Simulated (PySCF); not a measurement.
Structure from NMR data

The spectra below were simulated for a compound C₅H₁₃PSi.

¹H NMR (300 MHz, computed): δ 4.21 (m, 1H), 3.56 (m, 1H), 1.99 (m, 2H), 1.93 (m, 2H), 1.09 (m, 2H), 0.96 (m, 2H), 0.15 (d, 3H).

¹³C{¹H} NMR (computed): δ 21.8 (2C), 12.1 (2C), -7.0.

PySCF 2.14.0 with density-fitted response routines calculation with σ from GIAO-PBE0/pcSseg-1 and structure optimised with GFN2-xTB; relativity neglected, equivalent nuclei averaged, one computed conformer, no solvent model.

Shifts are taken against calculated references (same method and geometry level): TMS for ¹H (σ = 31.72 ppm) and ¹³C (σ = 186.93 ppm).

Propose a structure and justify it.

## Answers


3 carbon signals for 5 carbons: some carbons are equivalent by symmetry or fast rotation. Carbon types of the structure: 4 × CH2, 1 × CH3, leaving 2 H on heteroatoms. δC 21.8: sp3 CH2 bonded to P. δC 12.1: sp3 CH2 bonded to Si. δC -7.0: methyl carbon bonded to Si; an electropositive neighbour leaves it electron-rich and shielded. δH 4.21: hydrogen on a silicon bonded to 3 C, in a 6-membered ring. δH 1.99, 1.93: hydrogen on an sp3 CH2 bonded to P. δH 1.09, 0.96: hydrogen on an sp3 CH2 bonded to Si. δH 0.15: hydrogen on a methyl carbon bonded to Si; an electropositive neighbour shields it, as in TMS itself.

These data were computed for SMILES C1PCC[SiH](C)C1.

The data come from this structure; uniqueness wasn't tested.

Splittings by ³¹P in the carbon and heteronuclear signals aren't shown, as no couplings were computed. Shifts are as computed. Against solution values, carbons near 30 ppm lie about +3 ppm off and those near 130 ppm about +5 ppm. Of 1211 compounds with measured shifts, 218 miss one by over three times the rms of a fit or turn the order of signals round; such compounds aren't used in these exercises. Multiplicities follow the n + 1 count of equivalent neighbours, as no J values were calculated; m marks all less simple cases, F and P coupling included.
